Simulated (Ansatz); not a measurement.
Basis-set extrapolation for C₂H₅FSi₂ (PBE0-D4/def2-TZVP geometry, frozen core, Ansatz). Multiplicity 1, RHF reference.

```tsv
	def2-TZVPP	def2-QZVPP
HF	-756.048043	-756.074139
MP2 correlation	-0.790913	-0.852623
CCSD(T) correlation	-0.871343	not run
```

Energies in hartree. Use E(X) = E(∞) + A·exp(−7.88·√X) for Hartree–Fock and E(X) = E(∞) + B·X^(−2.97) for correlation, with X = 3 and 4, and add CCSD(T) minus MP2 of the smaller set to the MP2 limit.

Task: What is the CCSD(T) energy at the basis-set limit?

Result: HF limit: -756.074139 + (-0.026096) × 0.13774 = -756.07773. MP2 limit: -0.852623 + (-0.061710) × 0.74074 = -0.89833. Higher-order term: -0.871343 − (-0.790913) = -0.08043. Total: -757.05649 hartree, 86.0 kcal/mol below CCSD(T)/def2-TZVPP.
